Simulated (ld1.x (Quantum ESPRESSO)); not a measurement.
niobium (Nb): one change to a TM potential, before and after

Nb, norm-conserving Troullier–Martins (Kleinman–Bylander form), made with ld1.x (Quantum ESPRESSO) 7.5 (PW91, scalar-relativistic). Core [Kr], reference 4d4 5s0.75 5p0.25. Waves: 5s (bound): rc 3.30 bohr; 4d (bound): rc 2.15 bohr; 4f channel at 0.1 Ry: rc 3.40 bohr; 5p (bound): rc 4.20 bohr. Local part: the p channel. Core correction: Bessel-smoothed model core, default radius (core density twice the valence density).

Change: all radii but the core radius scaled by about 1.26 (s 4.16, p 5.30, d 2.72, f 4.30 bohr).

Cutoffs: the cutoffs (Ry, on a coarse ladder) from which the occupation-weighted sum of valence levels, in a spherical-Bessel basis at the reference potential, stays within 10 and 1 mRy of its value at 400 Ry; they do not see the model core or the augmentation charge, which bear on the density cutoff. Errors are all-electron minus pseudo energies relative to the spin-unpolarised reference configuration.

Question: How do hardness, ghosts and transferability respond?

Answer: The potential gets softer (35 Ry and 40 Ry → 25 Ry and 30 Ry); of the 7 tests that both files solve, the error grows in 1 and shrinks in 3 by more than 15 % and 0.3 meV (median size 70.5 → 18.5 meV); neither file shows a bound ghost at the reference potential, the only one tested. A larger radius leaves more room for a smooth pseudo-wave, so fewer plane waves are needed.

| quantity | base | changed |
| --- | --- | --- |
| cutoff, loose | 35 Ry | 25 Ry |
| cutoff, tight | 40 Ry | 30 Ry |
| loose cutoff by channel (10 mRy a level) | s 6 Ry, d 30 Ry, p 6 Ry | s 6 Ry, d 21 Ry, p 6 Ry |
| bound ghosts | none | none |
| error for 4d4 5s1 5p0, meV [ΔE -0.72 eV] | -0.1 | +0.1 |
| error for 4d4 5s0 5p0, meV [ΔE 5.96 eV] | -15 | -16 |
| error for 4d3 5s0 5p0, meV [ΔE 20.06 eV] | -182 | -256 |
| error for 4d1 5s0 5p0, meV [ΔE 81.82 eV] | -1943 | -1886 |
| error for 4d3 5s2 5p0, meV [ΔE -1.25 eV] | -91 | +18 |
| error for 4d4 5s0.5 5p0, meV [ΔE 1.94 eV] | -2.7 | -1.1 |
| error for 4d5 5s0 5p0, meV [ΔE 0.55 eV] | -71 | -39 |

Changed file: These tests converged, but a pseudo level misses the all-electron one widely, so the file describes the atom poorly there or has found another state: 4d1 5s0 5p0: empty 5s by 6.8 eV.
